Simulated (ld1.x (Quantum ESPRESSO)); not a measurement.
# Which setting gave this result? (Pt (Z = 78), TM semilocal)

Base potential:

```json
{
 "Element": "Pt (Z = 78)",
 "Generator": "ld1.x (Quantum ESPRESSO) 7.5",
 "Type": "norm-conserving Troullier–Martins (semilocal form)",
 "Functional": "PW91",
 "Relativity": "scalar-relativistic",
 "Frozen core": "[Kr] 4d10 4f14",
 "Valence charge": "18",
 "Reference configuration": "5s2 5p6 5d9 6s0 6p0 (charge +1)",
 "Partial waves": "5p (bound): rc 1.50 bohr; 5d (bound): rc 2.15 bohr; 5s (bound): rc 1.15 bohr",
 "Local potential": "the s channel",
 "Core correction": "none"
}
```

Cutoffs, loose and tight: the cutoffs (Ry, on a coarse ladder) from which the occupation-weighted sum of valence levels, in a spherical-Bessel basis at the reference potential, stays within 10 and 1 mRy of its value at 400 Ry. They do not see the model core or the augmentation charge, which bear on the density cutoff. Test errors are all-electron minus pseudo excitation energies from the reference, over the configurations 5s2 5p6 5d9 6s1 6p0; 5s2 5p6 5d8 6s0 6p0; 5s2 5p6 5d7 6s0 6p0; 5s2 5p6 5d9.5 6s0.5 6p0; 5s2 5p6 5d10 6s0 6p0; 5s2 5p6 5d8 6s2 6p0; 5s2 5p6 5d8 6s1 6p0; variants that change the core or the reference have their own tests. The largest error is taken over the tests solved by every variant that gives reliable tests at all, those not shown here included: 5s2 5p6 5d7 6s0 6p0; 5s2 5p6 5d8 6s0 6p0; 5s2 5p6 5d8 6s1 6p0; 5s2 5p6 5d8 6s2 6p0; 5s2 5p6 5d9 6s1 6p0; 5s2 5p6 5d9.5 6s0.5 6p0.

Only the scale of all radii (base = 1) is moved (1 further runs of the sweep failed or gave no value and are left out):

```json
{"scale of all radii (base = 1)": "0.85", "cutoff, loose": "140 Ry", "cutoff, tight": "260 Ry", "bound ghosts": "none", "largest test error (meV)": "+257", "median size of the test errors": "52.8 meV"}
{"scale of all radii (base = 1)": "1.01", "cutoff, loose": "120 Ry", "cutoff, tight": "200 Ry", "bound ghosts": "none", "largest test error (meV)": "+635", "median size of the test errors": "128.9 meV"}
{"scale of all radii (base = 1)": "1.07", "cutoff, loose": "110 Ry", "cutoff, tight": "180 Ry", "bound ghosts": "none", "largest test error (meV)": "+961", "median size of the test errors": "193.6 meV"}
{"scale of all radii (base = 1)": "1.13", "cutoff, loose": "90 Ry", "cutoff, tight": "160 Ry", "bound ghosts": "none", "largest test error (meV)": "+1775", "median size of the test errors": "361.2 meV"}
{"scale of all radii (base = 1)": "1.4", "cutoff, loose": "55 Ry", "cutoff, tight": "80 Ry", "bound ghosts": "none", "largest test error (meV)": "+7158", "median size of the test errors": "1547.1 meV"}
```

Problem. One more run gave cutoff, loose: 90 Ry; cutoff, tight: 140 Ry; bound ghosts: none; largest test error (meV): +2624; median size of the test errors: 538.2 meV. Which value of the scale of all radii (base = 1) was used?

Solution. 1.2. The median size of the test errors moves one way along this sweep, from 52.8 meV at 0.85 to 1547.1 meV at 1.4, which places the run between 1.13 and 1.4.
